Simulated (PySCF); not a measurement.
Simulated outer-valence photoelectron spectrum of `[SiH3]CBBr`. Theory: EOM-IP-CCSD/aug-cc-pVDZ in PySCF, restricted Hartree–Fock reference, frozen core, non-relativistic, gas phase, PBE0-D3(BJ)/def2-SVP geometry.

Each root has a Gaussian of 0.4 eV full width with its one-hole share as area; cross sections and vibrations are left out, and the highest printed point is 100.

```tsv
ionisation energy (eV)	intensity
9.7	0
9.8	1
9.9	3
10.0	9
10.1	21
10.2	36
10.3	42
10.4	36
10.5	22
10.6	13
10.7	16
10.8	28
10.9	40
11.0	41
11.1	30
11.2	16
11.3	6
11.4	2
11.5	1
11.6	4
11.7	13
11.8	32
11.9	60
12.0	86
12.1	100
12.2	96
12.3	80
12.4	62
12.5	53
12.6	49
12.7	39
12.8	25
12.9	11
13.0	4
13.1	1
13.2	3
13.3	10
13.4	23
13.5	37
13.6	41
13.7	33
13.8	19
13.9	8
14.0	2
14.1	0
14.2	0
14.3	0
14.4	0
14.5	0
14.6	0
14.7	1
14.8	3
14.9	9
15.0	21
15.1	35
15.2	42
15.3	35
15.4	20
15.5	8
15.6	2
15.7	1
```

Q: Where are the maxima, and how many lines lie under the curve?

A: 5 maxima, at 10.3, 11.0, 12.1, 13.6 and 15.2 eV, from 8 lines. At this width some lines have no maximum of their own.

Q: List the lines with their holes.

A: 
```
E (eV)  leading hole (HF orbital)  area  Koopmans (eV)
 10.30                       HOMO  0.96          10.97
 10.96                     HOMO-1  0.96          11.55
 11.98                     HOMO-2  0.95          12.76
 12.12                     HOMO-3  0.95          12.87
 12.27                     HOMO-4  0.95          13.03
 12.62                     HOMO-5  0.95          13.39
 13.59                     HOMO-6  0.94          14.74
 15.20                     HOMO-7  0.94          16.42
```

The widest gap, 1.61 eV, lies between 13.59 and 15.20 eV. Only orbitals with −ε under 21 eV, eight at most, were ionised, so the high end of the curve may lack lines.

Time: 5.5 min; peak memory 2.9 GiB. Hardware: one thread, Arm Neoverse V2 (aarch64), on a shared host.

Conformer computed: `[SiH3:1][CH2:2][BH:3][Br:4]`: Si1–C2–B3–Br4 -91°.

One conformer stands for the species.
